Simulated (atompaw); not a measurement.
# u(r) = r·R(r): atom against pseudo-atom (zirconium (Zr))

Columns: radius, all-electron u(r) and pseudo u(r) of the 4d shell (level -2.91 eV) of zirconium in the configuration [Ar] 3d10 4s2 4p6 4d2.5 5s1.5 5p0; PBE, scalar-relativistic, PAW (atompaw) scheme, atompaw 4.2.0.5.

| r (bohr) | all-electron | pseudo |
| --- | --- | --- |
| 0.112 | -0.1134 | 0.0004 |
| 0.223 | -0.2670 | 0.0033 |
| 0.335 | -0.2779 | 0.0108 |
| 0.446 | -0.1795 | 0.0248 |
| 0.558 | -0.0326 | 0.0467 |
| 0.669 | 0.1201 | 0.0767 |
| 0.781 | 0.2610 | 0.1153 |
| 0.892 | 0.3795 | 0.1609 |
| 1.004 | 0.4755 | 0.2127 |
| 1.115 | 0.5477 | 0.2680 |
| 1.227 | 0.6000 | 0.3252 |
| 1.338 | 0.6344 | 0.3810 |
| 1.450 | 0.6548 | 0.4338 |
| 1.562 | 0.6638 | 0.4807 |
| 1.673 | 0.6639 | 0.5197 |
| 1.785 | 0.6575 | 0.5502 |
| 1.896 | 0.6462 | 0.5710 |
| 2.008 | 0.6313 | 0.5825 |
| 2.119 | 0.6141 | 0.5851 |
| 2.231 | 0.5951 | 0.5799 |
| 2.342 | 0.5753 | 0.5686 |
| 2.454 | 0.5548 | 0.5527 |
| 2.565 | 0.5343 | 0.5340 |
| 2.677 | 0.5137 | 0.5138 |
| 2.788 | 0.4935 | 0.4936 |
| 2.900 | 0.4736 | 0.4736 |

How many radial nodes do the two functions have?

The all-electron 4d function has n − l − 1 = 1; the pseudo-wave has 0, since the states of the same l below it are removed with the core.

Is the pseudo-wave norm-conserving?

No, it belongs to a PAW set: the norm inside the radius is not constrained, and the difference is carried by the augmentation charge.
